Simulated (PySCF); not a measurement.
Field gradients from PBE0/pcSseg-1 densities (PySCF, non-relativistic) at GFN2-xTB geometries, isolated species, one conformer each; χzz is the principal value of largest magnitude, with Q(14N) = 0.02044 b. Where η is near 1, a small change in the tensor can flip the sign of χzz. GFN2-xTB bond lengths can be off by several hundredths of an ångström, more for odd bonds, and the gradients follow them. These gradients aren't converged with respect to the basis.

(1) These 14N couplings (χzz in MHz, η) are listed in rising order: (-5.514, 0.15); (-5.125, 0.32); (-4.816, 0.34); (-4.624, 0.23); (-3.923, 0.07); (2.697, 0.95). Assign them to: N9 (pyrrole-type nitrogen) in `[CH3:1][CH2:2][CH2:3][c:4]1[c:5]([F:6])[cH:7][n:8][n:9]1[SiH3:10]`; N8 (imine nitrogen) in `[CH:1]#[C:2][C:3]#[C:4][C@@H:5]([C:6]#[N:7])[N:8]=[CH2:9]`; the silicon-bound nitrogen of `C=C[C@H](C)N[SiH2]S`; the silicon-bound nitrogen of `CCC(F)(F)[SiH2][SiH2]N`; the silicon-bound nitrogen of `C=C(C)S[SiH2]NC`; N6 (ring nitrogen) in `[CH2:1]=[CH:2][c:3]1[n-:4][cH:5][n:6][c:7]1[CH3:8]`.

## Answers

(1) -5.514 MHz, η 0.15: N8 (imine nitrogen) in `[CH:1]#[C:2][C:3]#[C:4][C@@H:5]([C:6]#[N:7])[N:8]=[CH2:9]`; -5.125 MHz, η 0.32: the silicon-bound nitrogen of `C=C(C)S[SiH2]NC`; -4.816 MHz, η 0.34: the silicon-bound nitrogen of `C=C[C@H](C)N[SiH2]S`; -4.624 MHz, η 0.23: the silicon-bound nitrogen of `CCC(F)(F)[SiH2][SiH2]N`; -3.923 MHz, η 0.07: N6 (ring nitrogen) in `[CH2:1]=[CH:2][c:3]1[n-:4][cH:5][n:6][c:7]1[CH3:8]`; 2.697 MHz, η 0.95: N9 (pyrrole-type nitrogen) in `[CH3:1][CH2:2][CH2:3][c:4]1[c:5]([F:6])[cH:7][n:8][n:9]1[SiH3:10]`.

All sites together:

```
nucleus                                                                                             site  Vzz (au)     η  χzz (MHz)
    14N  N9 (pyrrole-type nitrogen) in [CH3:1][CH2:2][CH2:3][c:4]1[c:5]([F:6])[cH:7][n:8][n:9]1[SiH3:10]     0.562  0.95      2.697
    14N                 N8 (imine nitrogen) in [CH:1]#[C:2][C:3]#[C:4][C@@H:5]([C:6]#[N:7])[N:8]=[CH2:9]    -1.148  0.15     -5.514
    14N                                                the silicon-bound nitrogen of C=C[C@H](C)N[SiH2]S    -1.003  0.34     -4.816
    14N                                             the silicon-bound nitrogen of CCC(F)(F)[SiH2][SiH2]N    -0.963  0.23     -4.624
    14N                                                    the silicon-bound nitrogen of C=C(C)S[SiH2]NC    -1.067  0.32     -5.125
    14N                         N6 (ring nitrogen) in [CH2:1]=[CH:2][c:3]1[n-:4][cH:5][n:6][c:7]1[CH3:8]    -0.817  0.07     -3.923
```
